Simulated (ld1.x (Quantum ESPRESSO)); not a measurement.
**B (Z = 5), PAW: configuration errors across variants**

boron, PAW, made with ld1.x (Quantum ESPRESSO) 7.5 (PBE, scalar-relativistic). Core [He], reference 2s2 2p1. Waves: 2s (bound): rcut 1.30, rcutus 1.60 bohr; 2s channel at -0.1 Ry: rcut 1.30, rcutus 1.60 bohr; 2p (bound): rcut 2.60, rcutus 3.30 bohr; 2p channel at 1.85 Ry: rcut 2.60, rcutus 3.30 bohr; 3d channel at -0.1 Ry: rcut 3.30, rcutus 3.55 bohr; 3d channel at 1 Ry: rcut 3.30, rcutus 3.55 bohr. Local part: all-electron potential smoothed inside 2.50 bohr (lloc = -1). Core correction: a·sin(br)/r model core, default radius (core density twice the valence density). Augmentation charge: BESSEL, radius 1.50 bohr.

All-electron excitation energies from the reference (eV): (1) 2s2 2p0 8.220; (2) 2s1 2p0 33.642; (3) 2s2 2p0.5 2.887; (4) 2s1 2p2 5.851; (5) 2s0 2p3 11.721; (6) 2s1 2p1 14.361; (7) 2s2 2p1.3 -0.738.

The default core radius of the base comes out at 0.69 bohr.

The overlap operator is not positive definite (basis up to 400 Ry) in “type ultrasoft; waves now 2s (bound): rcut 1.30, rcutus 1.60 bohr; 2s channel at -0.1 Ry: rcut 1.30, rcutus 1.60 bohr; 2p (bound): rcut 2.60, rcutus 3.30 bohr; 2p channel at 1.85 Ry: rcut 2.60, rcutus 3.30 bohr; 3d channel at -0.1 Ry: rcut 3.30, rcutus 3.55 bohr; local potential all-electron potential smoothed inside 1.20 bohr (lloc = -1); augmentation PSQ, inside the norm-conserving radii”. Such files are unfit for use, however small their errors in these radial tests.

1 further variants failed, have other tests or too few solved ones, and are left out.

Errors AE − PS in meV (a dash: test not solved or not reliable):

```tsv
change	(1)	(2)	(3)	(4)	(5)	(6)	(7)	bound ghosts
base	+21	-17	+2.8	+35	+3.1	+25	+0.9	none
removed wave 3d channel at 1 Ry: rcut 3.30, rcutus 3.55 bohr	+21	-17	+2.8	+35	+3.1	+25	+0.9	none
wave 3d channel at -0.1 Ry: rcut 3.30, rcutus 3.55 bohr becomes 3d channel at 3.87 Ry: rcut 3.30, rcutus 3.55 bohr	+21	-17	+2.8	+35	+3.1	+25	+0.9	none
local potential all-electron potential smoothed inside 2.80 bohr (lloc = -1)	-2.2	-15	+1.0	+6.5	+3.6	+6.5	+0.8	none
core correction a·sin(br)/r model core inside 0.80 bohr	+24	-17	+3.1	+37	+3.1	+26	+0.9	none
local potential all-electron potential smoothed inside 4.16 bohr (lloc = -1)	+1.0	-11	-1.1	+2.7	+8.2	-6.5	-1.2	none
waves 3d channel at -0.1 Ry: rcut 3.30, rcutus 3.62 bohr; 3d channel at 1 Ry: rcut 3.30, rcutus 3.62 bohr	+21	-17	+2.8	+35	+3.1	+25	+0.9	none
type ultrasoft; waves now 2s (bound): rcut 1.30, rcutus 1.60 bohr; 2s channel at -0.1 Ry: rcut 1.30, rcutus 1.60 bohr; 2p (bound): rcut 2.60, rcutus 3.30 bohr; 2p channel at 1.85 Ry: rcut 2.60, rcutus 3.30 bohr; 3d channel at -0.1 Ry: rcut 3.30, rcutus 3.55 bohr; local potential all-electron potential smoothed inside 1.20 bohr (lloc = -1); augmentation PSQ, inside the norm-conserving radii	+16	+58	+3.0	-1.2	-5.0	+1.8	+0.6	not determined (overlap not positive)
all radii but the core radius scaled by about 0.80 (s 1.28, p 2.62, d 2.82 bohr, rcut 1.04/2.06/2.62); local potential all-electron potential smoothed inside 1.98 bohr (lloc = -1); augmentation BESSEL, radius 1.20 bohr	–	–	–	–	–	–	–	none
waves 2p (bound): rcut 2.60, rcutus 3.04 bohr; 2p channel at 1.85 Ry: rcut 2.60, rcutus 3.04 bohr	+3.6	-16	+1.6	+17	+12	+15	+0.9	none
augmentation BG, radius 0.95 bohr	–	–	–	–	–	–	–	none
```

Give the same row for: local potential all-electron potential smoothed inside 1.25 bohr (lloc = -1).

+18, +18, +1.7, +8.3, +8.8, +3.9, +0.5; bound ghosts: none.
